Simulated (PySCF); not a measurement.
Molecule: SMILES FC(F)[C@@H]1OC=C[C@@H]1F, C$_{5}$H$_{5}$F$_{3}$O.

Bonds (- single, = double, # triple, : aromatic): F1-C2, C2-F3, C2-C4, C4-O5, O5-C6, C6=C7, C7-C8, C8-F9, C8-C4. C2 carries H10; C4 carries H11; C6 carries H12; C7 carries H13; C8 carries H14. Stereochemistry as in FC(F)[C@@H]1OC=C[C@@H]1F.

Frames of a GFN2-xTB Langevin trajectory at 400 K; GIAO PBE0/pcSseg-1 shieldings in PySCF, gas phase, non-relativistic; equivalent atoms averaged within each frame.

δ = σ(ref) − σ, references computed at the same level: ¹⁹F (σref 170.95) vs CFCl3; TMS for ¹³C (σref 186.93) and ¹H (σref 31.72); ¹⁷O (σref 336.08) against H2O. The references are static minima.

How do the shifts (ppm) fluctuate along the trajectory?

Answers


```
         time (fs)      F3      F1      F9     C6     C2     C7     C8    C4     O5   H12
               250  -145.9  -146.3  -194.9  163.5  120.7  103.1   97.2  88.2  168.9  6.72
               425  -107.8  -131.8  -183.9  171.7  130.2  112.1   98.8  91.8  170.9  7.94
               625  -108.6   -96.3  -197.0  171.0  137.2  125.8   98.3  91.2  161.5  6.50
               800  -148.5  -127.9  -196.7  156.2  120.9  105.4  101.3  88.9  151.7  7.18
              1000  -114.9  -144.4  -196.8  167.9  128.1  112.9  100.8  87.4  186.4  7.53
    mean of frames  -125.1  -129.3  -193.9  166.1  127.4  111.9   99.3  89.5  167.9  7.17
standard deviation    20.3    20.1     5.6    6.4    6.9    8.9    1.7   1.9   12.8  0.58
```

5 frames give an uncertainty of the mean of about the standard deviation over 2.2 at best, since frames this close in time may not be independent; classical motion lacks zero-point vibration, and the reference would need the same averaging.
